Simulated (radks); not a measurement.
Task: The selenium ion Se4+, [Ar] 3d10 4s2. All-electron calculation, non-relativistic Kohn-Sham, exchange-only PBE, spin-polarised, spherical densities, point nucleus. Program: a radial shooting solver on a logarithmic mesh with Libxc functionals. Every spin shell is full or empty, so the densities are truly spherical. Functionals are evaluated on that one density, not self-consistently. Rank these exchange functionals by their error against the exact value of the orbitals, and give that value: LDA, B88, PBE, revPBE, PW91, OPTX, AM05, SOGGA, EV93, revTPSS, SCAN, MS2, Tao-Mo, MVS.

Result: Exact: -84.0547 hartree. From best to worst, with 100 (|E| - |E exact|)/|E exact| (equal figures are ties): MVS +0.07, revPBE -0.10, PW91 +0.13, B88 +0.18, EV93 +0.22, SCAN +0.30, PBE -0.30, MS2 -0.33, Tao-Mo -0.56, revTPSS -0.70, OPTX +0.95, SOGGA -2.50, AM05 -5.12, LDA -5.62.
